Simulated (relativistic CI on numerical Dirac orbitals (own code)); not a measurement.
What each ingredient does to the levels of Pb⁵⁵⁺

Base calculation: Dirac-Coulomb-Breit CI, KLI orbitals optimised for each configuration, a model potential for QED, unscaled Slater integrals.

Configurations in the expansion (outside the closed core [Ne]): 3s²3p⁶3d⁹, 3s²3p⁵3d¹⁰, 3s3p⁶3d¹⁰, 3s²3p⁶3d⁸4s, 3s²3p⁶3d⁸4p, 3s²3p⁴3d¹⁰4s, 3s²3p⁶3d⁸4d, 3s²3p⁴3d¹⁰4p, 3s²3p⁵3d⁹4s, 3s²3p⁶3d⁸4f, 3s²3p⁴3d¹⁰4d, 3s²3p⁵3d⁹4p, 3s3p⁵3d¹⁰4s, 3s²3p⁶3d⁷4s², 3s3p⁵3d¹⁰4p, 3s²3p⁵3d⁹4d, 3s²3p⁶3d⁷4s4p, 3s3p⁶3d⁹4s, 3s3p⁵3d¹⁰4d, 3s²3p⁵3d⁹4f, 3p⁶3d¹⁰4s, 3s²3p⁶3d⁸5s, 3s²3p⁶3d⁷4p², 3s²3p⁶3d⁷4s4d, 3s²3p⁶3d⁸5p, 3s3p⁶3d⁹4p, 3p⁶3d¹⁰4p, 3s²3p⁵3d⁸4s², 3s²3p⁶3d⁷4p4d, 3s²3p⁶3d⁸5d, 3s²3p⁶3d⁸5f, 3p⁶3d¹⁰4d, 3s²3p⁵3d⁸4s4p, 3s²3p⁶3d⁸5g, 3s3p⁶3d⁹4d, 3s²3p⁶3d⁷4d². Levels of other configurations are missing.

The lowest level and the first level of each name with at least 55 % of one term (blank where a level has no safe partner in the second run):

```csv
Level,Base (eV),Shift (eV)
3s²3p⁶3d⁹ ²D5/2,0.00,0.00
3s²3p⁶3d⁹ ²D3/2,109.66,-0.02
3s²3p⁵3d¹⁰ ²P°3/2,551.72,+0.02
3s²3p⁵3d¹⁰ ²P°1/2,1068.14,+0.11
3s3p⁶3d¹⁰ ²S1/2,1350.32,+0.21
3s²3p⁶3d⁸4s ⁴F9/2,2094.82,+0.77
3s²3p⁶3d⁸4s ²F7/2,2098.34,+0.42
3s²3p⁶3d⁸4s ⁴F7/2,2203.66,+0.94
3s²3p⁶3d⁸4s ⁴F5/2,2204.59,+0.88
3s²3p⁶3d⁸4s ²G9/2,2220.53,-0.89
3s²3p⁶3d⁸4s ²G7/2,2221.34,-0.93
3s²3p⁶3d⁸4s ²P1/2,2223.14,-0.83
3s²3p⁶3d⁸4p ²P°1/2,2244.48,-2.09
3s²3p⁶3d⁸4p ⁴G°7/2,2319.04,+1.00
```

At this charge energies of transitions that change n are usually good to better than 1 %, and those within a shell (Δn = 0) to a few per cent.

Question: One thing was changed in a second run, which moved the levels as shown. Which?
A. QED terms removed
B. valence Slater integrals scaled by 0.9
C. Breit term removed
D. configuration mixing switched off

Answer: B. Valence Slater integrals scaled by 0.9. Scaling acts on the splittings between terms and on the mixing, and leaves the fine structure of pure LS terms nearly alone; in jj coupling it moves the levels of one term differently.

LS names give the leading component of a level, which can be under half, so a name can repeat, a term be missing and a line seem to break the LS rules.
